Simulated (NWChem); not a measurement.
System: C2H6FNSi; SMILES F[SiH2]/C=N\C

NWChem input:

```
start job
memory heap 200 mb stack 900 mb global 1100 mb
geometry units angstroms noautosym nocenter noautoz
  C      0.591430     2.278345     0.088788
  N     -0.732596     1.689327     0.158338
  C     -0.856974     0.422398     0.082126
  Si     0.463111    -0.935449    -0.120048
  F     -0.377872    -2.317827    -0.144740
  H      0.766229     2.862133     1.000187
  H      1.421449     1.559390    -0.029145
  H      0.620973     2.981796    -0.751624
  H     -1.887766     0.044490     0.141779
  H      1.414141    -0.978641     1.021217
  H      1.213674    -0.813493    -1.396994
end
basis spherical
  * library def2-svp
end
dft
  xc pbe0
  iterations 150
end
property
  efieldgrad
end
task dft property
```

The geometry was optimised at B3LYP/6-31G* (spherical d).

Vzz is the largest principal value of the second derivative of the potential at the nucleus (NWChem prints the opposite sign); η is the asymmetry. Non-relativistic.

Atoms are numbered as in the input.

Q: What results follow from this input? (PBE0/def2-SVP.) Quantities: Vzz N2 (a.u.); η N2.

A: Vzz N2 (a.u.): -1.086
η N2: 0.43
